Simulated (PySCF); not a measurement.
The dipole of `COC(=O)c1scpc1C` from its density and from atomic charges.

Coordinates (GFN2-xTB, Å) and charges (e) from the PBE0/pcSseg-1 density (PySCF):

| atom | x | y | z | Mulliken | IAO | Hirshfeld | ESP-fitted |
| --- | --- | --- | --- | --- | --- | --- | --- |
| C1 | 3.164 | 0.330 | 0.236 | -0.0180 | -0.2129 | -0.0341 | -0.2897 |
| O2 | 1.813 | 0.755 | 0.280 | -0.5006 | -0.3474 | -0.1037 | -0.2524 |
| C3 | 0.889 | -0.182 | -0.006 | +0.6110 | +0.5054 | +0.1949 | +0.8837 |
| O4 | 1.165 | -1.324 | -0.287 | -0.4165 | -0.4674 | -0.2367 | -0.5491 |
| C5 | -0.459 | 0.378 | 0.074 | -0.3720 | -0.2253 | -0.0598 | -0.5440 |
| S6 | -0.593 | 2.049 | 0.495 | +0.3914 | +0.4203 | +0.1304 | +0.0557 |
| C7 | -2.299 | 2.067 | 0.419 | -0.5338 | -0.5567 | -0.1337 | -0.1785 |
| P8 | -3.130 | 0.632 | 0.012 | +0.4879 | +0.3311 | +0.0678 | -0.1772 |
| C9 | -1.629 | -0.302 | -0.156 | -0.4885 | -0.1717 | -0.0429 | +0.4713 |
| C10 | -1.667 | -1.747 | -0.528 | -0.1060 | -0.4198 | -0.1242 | -0.6134 |
| H11 | 3.416 | -0.031 | -0.764 | +0.1205 | +0.1536 | +0.0491 | +0.1391 |
| H12 | 3.331 | -0.477 | 0.953 | +0.1205 | +0.1537 | +0.0491 | +0.1382 |
| H13 | 3.763 | 1.200 | 0.492 | +0.1300 | +0.1651 | +0.0574 | +0.1607 |
| H14 | -2.780 | 3.005 | 0.636 | +0.1644 | +0.1863 | +0.0511 | +0.2167 |
| H15 | -1.109 | -1.916 | -1.448 | +0.1457 | +0.1702 | +0.0469 | +0.1808 |
| H16 | -1.190 | -2.349 | 0.245 | +0.1456 | +0.1702 | +0.0468 | +0.1801 |
| H17 | -2.695 | -2.076 | -0.662 | +0.1184 | +0.1453 | +0.0415 | +0.1780 |

Form Σ q r in debye for every column and set it beside the full dipole.

The full density gives (1.27, 1.31, 0.40) D, 1.87 D in size; dipole vectors point from the negative to the positive end.

```csv
scheme,μx,μy,μz,size (D),share of the full size (%),angle to the full dipole (°)
Mulliken,-0.50,-0.11,-0.05,0.51,28,146
IAO,0.17,2.24,0.59,2.32,124,39
Hirshfeld,0.53,1.64,0.45,1.78,95,26
ESP-fitted,1.21,1.30,0.39,1.82,97,1
```

Which set comes closest?

Length of the difference vector: ESP-fitted 0.06 D, Hirshfeld 0.81 D, IAO 1.45 D, Mulliken 2.31 D. Closest: ESP-fitted. 

What is left for the Hirshfeld atoms' own dipoles?

The Hirshfeld atoms' densities add up to the full density, so μ = Σ q r + Σ (atomic dipoles). The atomic dipoles sum to (1.27, 1.31, 0.40) − (0.53, 1.64, 0.45) = (0.74, -0.33, -0.05) D, 0.81 D in size.

With the origin at the mean of the coordinates, (0.000, 0.001, -0.001) Å, which are the largest single terms, by size, of the Mulliken dipole along the direction of the full one?

O2 -4.38, P8 -3.94, C9 +3.17, H13 +2.19, S6 +2.15 D; all 17 atoms together -0.43 D. The single terms depend on the origin, their sum doesn't.

Give the size of the full dipole in other units.

1.87 D = 0.735 au = 0.389 e·Å = 6.23 × 10⁻³⁰ C·m.

Isolated species at its GFN2-xTB geometry (one conformer only).

Conformer computed: `[CH3:1][O:2][C:3](=[O:4])[c:5]1[s:6][cH:7][p:8][c:9]1[CH3:10]`: C1–O2–C3–O4 0°, O2–C3–C5–S6 0°.
